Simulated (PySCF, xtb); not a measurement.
I4Se, SMILES I[Se+](I)(I)I, charge +1, multiplicity 2.

Harmonic wavenumbers (cm⁻¹) from GFN2-xTB (xtb 6.7.1) at its own minimum, in rising order: 30, 31, 31, 43, 43, 144, 189, 190, 190.

What does PBE-D3(BJ)/def2-SVP in PySCF give at its own minimum? (An estimate is asked for; the answer gives what the named calculation found.)

38, 38, 49, 49, 49, 138, 204, 204, 204. Paired by order, the mean absolute difference is 10 cm⁻¹ and the zero-point energies are 1.3 and 1.4 kcal/mol.
